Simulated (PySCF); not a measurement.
**What PySCF settings do for Ga2**

Base input, run as `python input.py` with PySCF 2.14:

```python
from pyscf import gto, dft

mol = gto.M(
    atom='Ga 0 0 0; Ga 0 0 2.289',
    basis='cc-pvdz',
    charge=0,
    spin=2,
    verbose=4,
)
mf = dft.UKS(mol, xc='scan')
mf.kernel()
mf.dip_moment()
print('orbital energies (hartree):', [e[max(0, n-3):n+3].round(4) for e, n in zip(mf.mo_energy, mol.nelec)])
```

Base result: E(SCF) = -3849.930269 Eh, 8 cycles, ⟨S²⟩ = 2.007, μz(SCF) = 0.00 D. The bond length is a typed value, not an optimised one. No search for the lowest solution was made.

Wall time 5.3 s on one thread of a shared host.

Each row names what differs from the base; energies in brackets are changes from the base.

| change | result |
| --- | --- |
| geometry: bond 2.289 → bond 2.861 | E(SCF) = -3849.932642 Eh (-0.0646 eV), ⟨S²⟩ = 2.008, μz(SCF) = 0.00 D |
| spin (2S): 2 → 3 [unsound on purpose] | stops with RuntimeError (Electron number 62 and spin 3 are not consistent) |
| DIIS space: default → 12 | E(SCF) = -3849.930269 Eh (+0.0000 eV), 8 cycles, ⟨S²⟩ = 2.007, μz(SCF) = 0.00 D |
| PCM solvent, dielectric constant: none → 32.6 | E(SCF) = -3849.932319 Eh (-0.0558 eV), 7 cycles, ⟨S²⟩ = 2.007, μz(SCF) = 0.00 D |
| functional: scan → camb3lyp | E(SCF) = -3849.822642 Eh, 9 cycles, ⟨S²⟩ = 2.003, μz(SCF) = 0.00 D |
| integration grid: default → 1 | E(SCF) = -3849.821835 Eh (+2.9506 eV), 8 cycles, ⟨S²⟩ = 2.007, μz(SCF) = 0.00 D |
| functional: scan → slater, [unsound on purpose] | E(SCF) = -3838.048273 Eh, 8 cycles, ⟨S²⟩ = 2.005, μz(SCF) = 0.00 D |
| PCM solvent, dielectric constant: none → 20.5 | E(SCF) = -3849.932274 Eh (-0.0546 eV), 7 cycles, ⟨S²⟩ = 2.007, μz(SCF) = 0.00 D |
| basis set: cc-pvdz → cc-pvdz-dk; spin-free X2C: off → on | E(SCF) = -3887.857126 Eh, 7 cycles, ⟨S²⟩ = 2.007, μz(SCF) = 0.00 D |
| PCM solvent, dielectric constant: none → 2.27 | E(SCF) = -3849.931378 Eh (-0.0302 eV), 7 cycles, ⟨S²⟩ = 2.007, μz(SCF) = 0.00 D |
| electric field along z (a.u.): none → 0.001 | E(SCF) = -3849.930332 Eh (-0.0017 eV), 10 cycles, ⟨S²⟩ = 2.007, μz(SCF) = 0.32 D |
| geometry: bond 2.289 → bond 2.22 | E(SCF) = -3849.926610 Eh (+0.0996 eV), 8 cycles, ⟨S²⟩ = 2.007, μz(SCF) = 0.00 D |
| Cartesian functions: off → on | E(SCF) = -3849.932741 Eh (-0.0673 eV), 8 cycles, ⟨S²⟩ = 2.007, μz(SCF) = 0.00 D |
| functional: scan → hcth407 | E(SCF) = -3851.644444 Eh, 9 cycles, ⟨S²⟩ = 2.009, μz(SCF) = 0.00 D |
| functional: scan → 0.5*hf+0.5*b88,lyp | E(SCF) = -3849.542441 Eh, 9 cycles, ⟨S²⟩ = 2.004, μz(SCF) = 0.00 D |
| basis set: cc-pvdz → def2-tzv2p [unsound on purpose] | stops with BasisNotFoundError (def2-tzv2p) |
| spin (2S): 2 → 6 [a high spin state] | E(SCF) = -3849.572742 Eh (+9.7288 eV), ⟨S²⟩ = 12.005, μz(SCF) = 0.00 D |
| charge: 0 → -1; spin (2S): 2 → 1 [another spin of the ion may lie lower] [no diffuse functions for the anion] [spin-contaminated] | E(SCF) = -3849.968918 Eh (-1.0517 eV), 15 cycles, ⟨S²⟩ = 1.777 |
| electric field along z (a.u.): none → -0.01 | E(SCF) = -3849.936575 Eh (-0.1716 eV), 11 cycles, ⟨S²⟩ = 2.007, μz(SCF) = -3.20 D |
| integration grid: default → 4 | E(SCF) = -3849.932072 Eh (-0.0491 eV), 8 cycles, ⟨S²⟩ = 2.007, μz(SCF) = 0.00 D |
| step after the SCF: none → mp2; SCF type: UKS → UHF; functional: scan → none (Hartree–Fock); frozen orbitals: default → 18 | E(SCF) = -3846.388923 Eh, 10 cycles, E(MP2) − E(SCF) = -0.12263 Eh, ⟨S²⟩ = 2.018, μz(SCF) = 0.00 D |
| charge: 0 → 2 [another spin of the ion may lie lower] | E(SCF) = -3849.084081 Eh (+23.0259 eV), 12 cycles, ⟨S²⟩ = 2.014 |
| basis set: cc-pvdz → pcseg-1 | E(SCF) = -3849.559365 Eh (+10.0928 eV), 8 cycles, ⟨S²⟩ = 2.008, μz(SCF) = 0.00 D |

Question: Order these changes by how far they move the SCF energy from the base, largest first: (1) Cartesian functions: off → on; (2) electric field along z (a.u.): none → -0.01; (3) geometry: bond 2.289 → bond 2.22; (4) integration grid: default → 1.

Answer: (4) +2.9506 eV, (2) -0.1716 eV, (3) +0.0996 eV, (1) -0.0673 eV.
